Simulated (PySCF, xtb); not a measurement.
CH₇NSi₃, SMILES [SiH2]1[Si@@H]([SiH3])N=C1.

GFN2-xTB run with xtb at its own geometry gives an orbital gap of 2.08 eV and a dipole moment of 2.31 D.

Geometry optimised at PBE-D3(BJ)/def2-SVP. The structure was generated by enumeration; whether it is a known compound was not checked.

### Question
What does PBE/def2-TZVP (PySCF) give? (An estimate is asked for; the answer gives what the named calculation found.)

### Answer
gap 3.14 eV (levels -5.57 and -2.42 eV), dipole 1.44 D.
